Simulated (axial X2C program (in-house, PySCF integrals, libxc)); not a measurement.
## Nuclear properties of RbCr

Calculated with an in-house all-electron X2C program for linear molecules (integrals from PySCF): two-component X2C with atomic mean-field Coulomb and Gaunt terms, Gaussian nuclei, basis Rb dyall-cv3z, Cr dyall-cv3z with contracted cores.

R = 3.446 Å (near the PBE0 minimum at charge 0 of the determinant lowest at the starting distance; the state shown can have its own minimum elsewhere).

Determinant lowest in the PBE0 search, Ω = 5/2 (⟨Sz⟩ = 2.50, ⟨Lz⟩ = 0.00 at PBE0), spin on the atoms Rb -0.23, Cr 2.73:

| level | Eeff magnitude (GV/cm) | Ws magnitude Rb (kHz) | Ws magnitude Cr (kHz) | A∥/gI Rb (MHz) | qzz Rb (a.u.) | A∥/gI Cr (MHz) | qzz Cr (a.u.) | μ (D) |
| --- | --- | --- | --- | --- | --- | --- | --- | --- |
| PBE0 | 0.109 | 0.0267 | 0.00831 | -183 | -0.18 | 227 | 0.03 | -5.07 |
| BHandHLYP | 0.0284 | 0.0021 | 0.000533 | -126 | -0.20 | 150 | 0.04 | -5.85 |
| B3LYP | 0.0311 | 0.00385 | 0.00331 | -134 | -0.20 | 201 | 0.07 | -5.82 |
| LDA | 0.0196 | 0.00231 | 0.00694 | -156 | -0.19 | 261 | 0.09 | -5.58 |

Determinant 1.35 eV from it at PBE0 and this distance, Ω = 9/2 (⟨Sz⟩ = 3.50, ⟨Lz⟩ = 1.00 at PBE0), spin on the atoms Rb 0.33, Cr 3.17:

```
    level  Eeff magnitude (GV/cm)  Ws magnitude Rb (kHz)  Ws magnitude Cr (kHz)  A∥/gI Rb (MHz)  qzz Rb (a.u.)  A∥/gI Cr (MHz)  qzz Cr (a.u.)  μ (D)
     PBE0                   0.413                 0.0667                  0.019              60           0.06             215           0.41  -7.59
       HF                    0.38                 0.0686                 0.0235            55.8          -0.03             108           0.33  -7.97
BHandHLYP                   0.489                 0.0768                  0.021            67.7           0.06             205           0.36  -7.29
    B3LYP                   0.468                 0.0703                 0.0173            66.2           0.08             249           0.41  -7.29
      LDA                   0.405                  0.061                 0.0147              65           0.08             281           0.49  -7.67
```

Eeff is the effective electric field on the electron electric dipole moment in this Ω state and Ws the scalar–pseudoscalar constant of the nucleus named (defined with the proton number Z and per Ω); A∥ (defined per Ω) follows by multiplying with gI = μI/(I μN); qzz is the electric field gradient, eQq0 = 234.96 MHz × Q/barn × qzz; μ is positive if the Cr end (last atom) is positive. The operators were transformed with the bare-nucleus X2C matrices; with these basis sets, hyperfine constants and field gradients can be off by tens of per cent, and where levels differ in sign neither size nor sign is settled.

Question: With gI(85Rb) = 0.5412, Q(85Rb) = 0.276 barn, gI(53Cr) = -0.3164 (g factors from the IAEA table of nuclear moments by Stone; Q from Pyykkö, Mol. Phys. 2018), turn the PBE0 values of the first state into constants in MHz.

Answer: A∥(85Rb) = -183 × 0.5412 = -99 MHz; eQq0(85Rb) = 234.96 × (0.276) × (-0.18) = -11.7 MHz; A∥(53Cr) = 227 × -0.3164 = -71.8 MHz.

Each state is one determinant with collinear spin, which with several unpaired electrons need not be a pure state. Unrestricted Hartree–Fock can overshoot spin polarisation at the nuclei. In the state Ω = 5/2 the sign of Eeff differs between levels (B3LYP, LDA against PBE0). This is the top spin component of a Σ state; components of lower Ω are not single determinants and can lie lower. With several open shells hyperfine constants can be off by a factor of several. Where Eeff spreads by more than a factor of two the levels disagree and none is to be relied on. Left out as unconverged or as another state under the same occupation: HF in at least one table. The search compared states at one distance, so a state with another bond length can lie lower. The sign of Ws at Rb differs between levels in the first state. The sign of Ws at Cr differs between levels in the first state. Further determinants of the search, some of them spin-mixed, are not shown. Where a field gradient or hyperfine factor spreads by more than a factor of two over the levels, a constant derived from it is not to be relied on. PBE0 term energies can be off by some tenths of an eV.
